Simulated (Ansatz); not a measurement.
`N=C[SiH2]F` + HBr → `N=CBr` + `F[SiH3]`  (substitution at a C–Si bond)

Program: Ansatz. Geometries: PBE0-D4/def2-TZVP. ΔE: electronic, gas phase. CCSD(T)/CBS is the MP2 limit (def2-TZVPP, def2-QZVPP) plus CCSD(T) − MP2 in def2-TZVPP, frozen cores. This one scheme is used for every species. DFT in def2-TZVPP. B3LYP here is the variant with VWN-RPA as its local correlation; programs differ in this. For Br outer-core shells are correlated without core-valence functions, which leaves a few kJ/mol of doubt a bond. Scalar relativity is left out up to krypton. One conformer a species, not always the lowest.

```json
{"level": "B3LYP-D4", "ΔE (kJ/mol)": "24.2", "difference from CCSD(T)/CBS": "-6.3"}
{"level": "r2SCANh-D4", "ΔE (kJ/mol)": "24.5", "difference from CCSD(T)/CBS": "-6.0"}
{"level": "CAM-B3LYP-D4", "ΔE (kJ/mol)": "27.9", "difference from CCSD(T)/CBS": "-2.6"}
{"level": "ωB97X-V", "ΔE (kJ/mol)": "27.3", "difference from CCSD(T)/CBS": "-3.2"}
{"level": "ωB97M-V", "ΔE (kJ/mol)": "29.2", "difference from CCSD(T)/CBS": "-1.3"}
{"level": "B2PLYP", "ΔE (kJ/mol)": "23.3", "difference from CCSD(T)/CBS": "-7.2"}
{"level": "PBE-QIDH", "ΔE (kJ/mol)": "26.0", "difference from CCSD(T)/CBS": "-4.5"}
{"level": "revPBE", "ΔE (kJ/mol)": "17.9", "difference from CCSD(T)/CBS": "-12.6"}
{"level": "B3LYP", "ΔE (kJ/mol)": "21.9", "difference from CCSD(T)/CBS": "-8.6"}
{"level": "r2SCANh", "ΔE (kJ/mol)": "24.0", "difference from CCSD(T)/CBS": "-6.5"}
{"level": "r2SCAN0", "ΔE (kJ/mol)": "25.6", "difference from CCSD(T)/CBS": "-4.9"}
{"level": "MP2/def2-SVP", "ΔE (kJ/mol)": "29.2", "difference from CCSD(T)/CBS": "-1.3"}
{"level": "CCSD/def2-SVP", "ΔE (kJ/mol)": "35.4", "difference from CCSD(T)/CBS": "4.9"}
{"level": "SCS-MP2/def2-TZVPP", "ΔE (kJ/mol)": "23.3", "difference from CCSD(T)/CBS": "-7.2"}
{"level": "CCSD/def2-TZVPP", "ΔE (kJ/mol)": "30.3", "difference from CCSD(T)/CBS": "-0.2"}
{"level": "HF/def2-QZVPP", "ΔE (kJ/mol)": "28.2", "difference from CCSD(T)/CBS": "-2.3"}
{"level": "CCSD(T)/CBS", "ΔE (kJ/mol)": "30.5", "difference from CCSD(T)/CBS": "0"}
```

Largest T1 diagnostic among the species: 0.012.

From PBE to PBE0 (25 % exact exchange), in def2-TZVPP and without D4, ΔE moves by +4.4 kJ/mol. At CCSD(T), def2-SVP lies +3.3 kJ/mol from the extrapolated value and def2-TZVPP −1.6 kJ/mol. Leaving LDA and LC-ωPBE aside and taking each functional with its dispersion term where it has one, the values, not all of them listed here, spread over 8.8 kJ/mol, from BLYP-D4 to ωB97M-V. LDA lies +3.2 kJ/mol from PBE without D4.
